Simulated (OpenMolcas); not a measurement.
Os2+ (d6) among equal point charges was computed by CASSCF with the d shell active (OpenMolcas, ANO-RCC-VDZP on the metal). Its lowest spin-free states, and all those of the highest spin:

| 2S+1 | Degeneracy | E (cm-1) |
| --- | --- | --- |
| 5 | 3 | 0.0 |
| 1 | 1 | 6741 |
| 3 | 3 | 7884 |
| 5 | 2 | 11224 |
| 3 | 3 | 11425 |
| 1 | 3 | 14796 |
| 3 | 3 | 16418 |
| 3 | 3 | 17781 |
| 3 | 2 | 18783 |
| 3 | 3 | 19524 |
| 1 | 3 | 21454 |
| 3 | 3 | 23061 |

Q: Is the site octahedral, tetrahedral or cube-like, axial, or of lower symmetry?

A: The states with 2S+1 = 5 have orbital degeneracies 3, 2. Threefold states need a cubic site. For d6 at this spin an octahedron puts the threefold T2 below the twofold E and a tetrahedron or cube puts the twofold E below the threefold T2, so the site is octahedral. The first gap at this spin, 11200 cm-1, is |10Dq| in ligand-field theory. The run had Os2+ among 6 point charges of -1.5 e arranged as an octahedron (Oh), 2.14 Å from the ion.

Spin-orbit coupling mixes the spin-free states strongly: the lowest level takes only 46 % from its leading state, 5T2. Without dynamic correlation the repulsion within the d shell is too large (B by tens of per cent), so at a given field states of lower spin stand too high. This shell can be high or low spin here, a state of another spin lies low, and with metal d orbitals alone active their balance is uncertain, so the ground spin may be wrong. Point charges give a weaker field than real ligands, and real ions of this kind are as a rule low spin; the high spin found here belongs to the model. This is an electrostatic model: the charges have no orbitals. No measured value stands beside these numbers.
